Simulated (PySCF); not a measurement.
Task: Write Cartesian coordinates for `C[SiH2]CC[SiH3]` as optimised with PBE0-D3(BJ)/def2-SVP.

Result: 
```
atom  x, y, z in Å
C1    -2.943    0.567   -0.216
Si2   -1.469   -0.387    0.456
C3     0.171    0.408   -0.045
C4     1.402   -0.336    0.489
Si5    3.038    0.465   -0.008
H6    -3.889    0.101    0.099
H7    -2.927    0.593   -1.317
H8    -2.939    1.606    0.150
H9    -1.538   -0.448    1.953
H10   -1.497   -1.798   -0.050
H11    0.166    1.455    0.308
H12    0.200    0.467   -1.148
H13    1.410   -1.381    0.133
H14    1.373   -0.397    1.591
H15    3.165    0.496   -1.499
H16    3.092    1.874    0.493
H17    4.204   -0.287    0.554
```

Orientation and origin are arbitrary. Atoms count from 1 in this order. Si5 (SiH3 silicon) is tetrahedral (angles from 108.1° to 111.3°). The 5 heavy atoms lie in one plane (0.003 Å rms). Si2 (SiH2 silicon) is tetrahedral (angles from 107.3° to 111.8°).

Bonds between heavy atoms (Å): C1–Si2 1.880, Si2–C3 1.890, C3–C4 1.534, C4–Si5 1.888.

Theory: PBE0-D3(BJ)/def2-SVP geometry optimisation, gas phase (PySCF 2.14.0).

Point group: Cs (every atom within 0.08 Å of its image). Not checked by PBE0-D3(BJ)/def2-SVP frequencies. One conformer, not necessarily the lowest (C1–Si2–C3–C4 180°, Si2–C3–C4–Si5 180°).

On one thread, Arm Neoverse V1, shared host, this took 35 s of wall time. That covers the optimisation of the geometry.
